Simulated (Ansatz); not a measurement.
Consider the redistribution: `O[SiH](O)[SiH2]Cl` + `O[SiH2][SiH2]CCl` → `O[SiH2][SiH2][SiH2]Cl` + `O[SiH](O)CCl`.

Program: Ansatz. Geometries: PBE0-D4/def2-TZVP. ΔE: electronic, gas phase. CBS: MP2 limit from def2 TZ/QZ plus the TZ coupled-cluster correction, frozen cores. DFT in def2-TZVPP. B3LYP here is the variant with VWN-RPA as its local correlation; programs differ in this. Each species was taken in one conformer, which may not be the lowest.

`O[SiH](O)[SiH2]Cl`:

Z-matrix (Å, degrees):
```
Si
O 1 1.645
Si 1 2.343 2 111.1
O 1 1.636 2 108.3 3 -116.4
H 1 1.493 2 108.6 3 121.7
H 2 0.959 1 117.8 3 -78.7
Cl 3 2.076 1 104.9 2 57.5
H 3 1.484 1 113.6 2 -59.7
H 3 1.485 1 113.9 2 174.5
H 4 0.959 1 118.4 2 -56.7
```

`O[SiH2][SiH2]CCl`:

Z-matrix (Å, degrees):
```
Si
Si 1 2.353
O 1 1.655 2 111.9
H 1 1.485 2 109.1 3 116.4
H 1 1.489 2 110.0 3 -123.9
C 2 1.891 1 109.5 3 -161.6
H 2 1.492 1 111.0 3 -42.4
H 2 1.489 1 111.7 3 78.2
H 3 0.958 1 117.6 2 -69.7
Cl 6 1.789 2 109.0 1 -53.2
H 6 1.090 2 112.7 1 -172.4
H 6 1.090 2 111.7 1 65.1
```

`O[SiH2][SiH2][SiH2]Cl`:

```xyz
12

O    -1.686    2.400    1.002
Si   -1.424    0.820    0.601
Si    0.797    0.394   -0.038
Si    1.057   -1.856   -0.617
Cl    2.997   -2.213   -1.224
H    -1.491    3.067    0.343
H    -1.765    0.037    1.814
H    -2.313    0.384   -0.515
H     1.745    0.722    1.061
H     1.149    1.221   -1.228
H     0.158   -2.231   -1.738
H     0.776   -2.746    0.538
```

`O[SiH](O)CCl`:

```xyz
10

O    -1.191    1.084   -0.718
Si   -0.179   -0.204   -0.651
O     1.031    0.056   -1.718
C     0.475   -0.365    1.104
Cl   -0.945   -0.482    2.195
H    -1.802    1.185    0.015
H    -0.825   -1.478   -1.034
H     1.305    0.962   -1.868
H     1.057    0.502    1.421
H     1.075   -1.262    1.254
```

```
             level  ΔE (kcal/mol)  difference from CCSD(T)/CBS
            PBE-D4           -7.7                          0.3
         r2SCAN-D4           -8.7                         -0.7
           PBE0-D4           -8.0                          0.0
           ωB97X-V           -7.4                          0.6
           ωB97M-V           -8.0                          0.0
            B2PLYP           -7.8                          0.2
              PBE0           -8.3                         -0.3
             B3LYP           -7.5                          0.5
     HF/def2-TZVPP           -7.4                          0.6
    MP2/def2-TZVPP           -8.1                         -0.1
SCS-MP2/def2-TZVPP           -7.5                          0.5
   CCSD/def2-TZVPP           -8.0                          0.0
CCSD(T)/def2-TZVPP           -8.1                         -0.1
     HF/def2-QZVPP           -7.4                          0.6
SCS-MP2/def2-QZVPP           -7.4                          0.6
      HF/CBS(def2)           -7.4                          0.6
       CCSD(T)/CBS           -8.0                            0
```

Largest T1 diagnostic among the species: 0.012.
